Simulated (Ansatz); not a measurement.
Reaction (substitution at a C–S bond): `CSC#[C][AlH2]` + H–F → `FC#[C][AlH2]` + CH₃SH

Calculated with Ansatz (gas phase, PBE0-D4/def2-TZVP geometries, no zero-point term in ΔE). CCSD(T)/CBS adds triple-zeta CCSD(T) − MP2 to the extrapolated MP2 energy (def2 sets, frozen cores). This one scheme is used for every species. Functionals use def2-TZVPP.

```
  level  ΔE (kJ/mol)
ωB97M-V        103.6
    PBE        107.2
```

**Question.** What does CCSD(T)/CBS give? (Best estimate.)

**Answer.** The calculation gave: +119.7 kJ/mol. The listed levels differ from it by -16.1, -12.5 kJ/mol.

Largest T1 diagnostic among the species: 0.013.

In def2-TZVPP, CCSD(T) changes the Hartree–Fock value by +21.9 kJ/mol (the triples alone add +5.2 kJ/mol) and MP2 by +37.6 kJ/mol. The D4 term adds +8.8 kJ/mol with B3LYP and +4.9 kJ/mol with PBE0; it sums over pairs of atoms, weighted by their polarisabilities, and B3LYP, whose exchange is more repulsive, gets the larger term.

B3LYP here is the variant with VWN-RPA as its local correlation; programs differ in this.
